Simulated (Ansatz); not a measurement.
Relaxation of CH₈FGeNSi (13 atoms, charge 0, multiplicity 1), to a largest force component of 0.015 eV/Å in at most 40 steps.

Level of theory: Ansatz, RHF/def2-SVP.

```xyz
13
Properties=species:S:1:pos:R:3
N -1.146 1.478 0.439
Si -0.336 -0.037 0.607
Ge 1.812 0.198 -0.153
C -1.123 -1.339 -0.400
F -1.203 -0.991 -1.746
H -0.656 2.246 0.974
H -1.089 1.799 -0.574
H -0.285 -0.411 2.017
H 2.566 1.305 0.737
H 1.832 0.612 -1.610
H 2.578 -1.154 0.039
H -2.221 -1.454 -0.020
H -0.709 -2.287 -0.297
```

Problem. Where does it end, and by what steps?

Solution. The run converged. After 27 steps the energy has fallen by 0.735 eV; H6 moved furthest, 1.21 Å.

| step | energy less start (eV) | largest force component (eV/Å) | accepted |
| --- | --- | --- | --- |
| 0 | 0.0000 | 4.654 | yes |
| 1 | -0.5913 | 1.038 | yes |
| 2 | -0.6521 | 0.345 | yes |
| 3 | -0.6719 | 0.376 | yes |
| 4 | -0.6830 | 0.253 | yes |
| 5 | -0.6892 | 0.176 | yes |
| 6 | -0.6928 | 0.041 | yes |
| 7 | -0.6940 | 0.051 | yes |
| 8 | -0.6936 | 0.398 | no |
| 9 | -0.6955 | 0.037 | yes |
| 10 | -0.6933 | 0.370 | no |
| 11 | -0.6971 | 0.073 | yes |
| 12 | -0.6978 | 0.168 | yes |
| 13 | -0.6983 | 0.198 | yes |
| 14 | -0.7018 | 0.201 | yes |
| 15 | -0.7035 | 0.267 | yes |
| 16 | -0.6095 | 0.961 | no |
| 17 | -0.7151 | 0.148 | yes |
| 18 | -0.7210 | 0.349 | yes |
| 19 | -0.7279 | 0.309 | yes |
| 20 | -0.7315 | 0.200 | yes |
| 21 | -0.7334 | 0.150 | yes |
| 22 | -0.7338 | 0.222 | yes |
| 23 | -0.7347 | 0.108 | yes |
| 24 | -0.7351 | 0.041 | yes |
| 25 | -0.7351 | 0.022 | yes |
| 26 | -0.7352 | 0.030 | yes |
| 27 | -0.7352 | 0.005 | yes |

```xyz
13
Properties=species:S:1:pos:R:3
N -0.983 1.636 0.411
Si -0.268 0.081 0.615
Ge 1.984 0.152 -0.239
C -1.169 -1.345 -0.282
F -0.988 -1.210 -1.642
H -1.811 1.908 0.904
H -0.880 2.151 -0.442
H -0.314 -0.261 2.059
H 2.904 0.942 0.706
H 2.008 0.841 -1.613
H 2.558 -1.265 -0.397
H -2.243 -1.346 -0.083
H -0.777 -2.319 0.018
```

Whether the end is a true minimum wasn't checked by a vibrational analysis.

Time of the run: 77 s on 2 threads of Arm Neoverse V2, with other jobs on the host, peak memory 0.34 GiB.
